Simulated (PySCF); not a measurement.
An unknown shows these calculated signals:

1H NMR (300 MHz, computed): δ 7.46 (m, 1H), 5.11 (m, 1H), 4.14 (m, 3H), 2.43 (m, 1H), 2.31 (m, 1H), 2.01 (m, 1H), 1.97 (m, 1H), 1.42 (m, 1H), 1.00 (m, 1H), 0.99 (m, 1H).

13C{1H} NMR (computed): δ 93.3 (CH), 40.8 (CH2), 35.1 (CH), 32.7 (CH2), 20.9 (CH2).

- GFN2-xTB geometry
- GIAO PBE0/pcSseg-1 shieldings
- run in PySCF 2.14.0 with density-fitted response routines
- one computed conformer, no solvent model, no relativistic terms, one averaged value for each set of equivalent atoms

Referencing at the same level of theory: 1H (σ = 31.72 ppm) and 13C (σ = 186.93 ppm) against TMS.

Which of these does the molecule contain: an OH group, a Si–CH3 group, an aldehyde, a Si–H bond?

Answers


- An OH group: no.
- A Si–CH3 group: no.
- An aldehyde: no.
- A Si–H bond: yes (δH 4.14 (m)).

The data belong to `F[C@@H]1CCC[P@@H](=O)[C@H]1[SiH3]`, C5H12FOPSi; they needn't prove each group on their own.

Carbon signals by region: 1 at 50–100 ppm, 4 below 50 ppm.

Splittings by 19F and 31P in the carbon and heteronuclear signals aren't shown, as no couplings were computed. Shifts are as computed. Against solution values, carbons near 30 ppm lie about +3 ppm off and those near 130 ppm about +5 ppm. Of 1211 compounds with measured shifts, 218 miss one by over three times the rms of a fit or turn the order of signals round; such compounds aren't used in these exercises. Multiplicities follow the n + 1 count of equivalent neighbours, as no J values were calculated; m marks all less simple cases, F and P coupling included.
